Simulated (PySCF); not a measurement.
C₂H₉ClOSi₂, SMILES C[SiH2]O[Si@@H](C)Cl. Heavy atoms are numbered as in [CH3:1][SiH2:2][O:3][Si@@H:4]([CH3:5])[Cl:6]. Hydrogens are named by the atom that carries them.

The structure is a stationary point at ωB97X-D3(BJ)/def2-SVP. The structure was generated by enumeration; whether it is a known compound was not checked. One conformer was computed; it need not be the lowest.

Method: M06-2X/def2-TZVP (PySCF).

ESP charges are fitted to the potential on shells at 1.4 to 2.0 van der Waals radii. Atomic charges (e), one atom of each kind:

```
atom        meta-Löwdin  ESP fit
----------  -----------  -------
C1 (CH3)          -0.62    -0.72
Si2 (SiH2)         0.91     0.63
O3                -0.85    -0.42
Si4 (SiH)          1.09     0.65
C5 (CH3)          -0.62    -0.83
Cl6               -0.34    -0.22
H on C1            0.13     0.17
H on Si2          -0.13    -0.12
H on Si4          -0.12    -0.09
H on C5            0.14     0.22
```

Computed Mayer and Wiberg (Löwdin basis) orders of the bonds:
```
bond     Mayer  Wiberg
-------  -----  ------
C1–Si2    0.99    1.24
Si2–O3    1.03    1.48
O3–Si4    1.15    1.59
Si4–C5    1.01    1.24
Si4–Cl6   1.11    1.72
```
